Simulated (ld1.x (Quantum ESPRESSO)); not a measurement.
What one change does to a pseudopotential (Co, RRKJ)

```json
{
 "Element": "cobalt (Co)",
 "Generator": "ld1.x (Quantum ESPRESSO) 7.5",
 "Type": "norm-conserving RRKJ (Kleinman–Bylander form)",
 "Functional": "revPBE",
 "Relativity": "scalar-relativistic",
 "Frozen core": "[Ar]",
 "Valence charge": "9",
 "Reference configuration": "3d7 4s2 4p0",
 "Partial waves": "4p (bound, empty): rc 2.40 bohr; 3d (bound): rc 1.75 bohr; 4s (bound): rc 2.00 bohr",
 "Local potential": "the s channel",
 "Core correction": "a·sin(br)/r model core inside 1.00 bohr"
}
```

Change: wave 4s (bound): rc 2.00 bohr becomes 4s (bound): rc 1.80 bohr.

Cutoffs: the cutoffs (Ry, on a coarse ladder) from which the occupation-weighted sum of valence levels, in a spherical-Bessel basis at the reference potential, stays within 10 and 1 mRy of its value at 400 Ry; they do not see the model core or the augmentation charge, which bear on the density cutoff. Errors are all-electron minus pseudo energies relative to the spin-unpolarised reference configuration.

Question: What does the change do?

Answer: The potential gets neither clearly harder nor softer (60 Ry and 90 Ry → 60 Ry and 90 Ry); of the 7 tests that both files solve, the error grows in 0 and shrinks in 6 by more than 15 % and 0.3 meV (median size 8.5 → 7.0 meV); neither file shows a bound ghost. Less of the atom is replaced, so other configurations are described better.

| quantity | base | changed |
| --- | --- | --- |
| cutoff, loose | 60 Ry | 60 Ry |
| cutoff, tight | 90 Ry | 90 Ry |
| bound ghosts | none | none |
| error for 3d7 4s1 4p0, meV [ΔE 8.93 eV] | -3.7 | -2.5 |
| error for 3d7 4s0 4p0, meV [ΔE 25.55 eV] | -30 | -25 |
| error for 3d6 4s0 4p0, meV [ΔE 61.31 eV] | -346 | -362 |
| error for 3d6 4s2 4p0, meV [ΔE 15.12 eV] | -157 | -131 |
| error for 3d7 4s1 4p1, meV [ΔE 4.33 eV] | -1.8 | -1.3 |
| error for 3d7 4s0 4p2, meV [ΔE 8.91 eV] | -8.5 | -7.0 |
| error for 3d7 4s1.5 4p0, meV [ΔE 3.56 eV] | -0.8 | -0.5 |
| s: phases at 2.61 bohr within 0.05 rad from the reference energy up to (Ry; the scan ends near 5) | 2.8 | 2.5 |
| p: phases at 2.61 bohr within 0.05 rad from the reference energy up to (Ry; the scan ends near 5) | to the end of the scan | to the end of the scan |
| d: phases at 2.61 bohr within 0.05 rad from the reference energy up to (Ry; the scan ends near 5) | 0.5 | 0.5 |
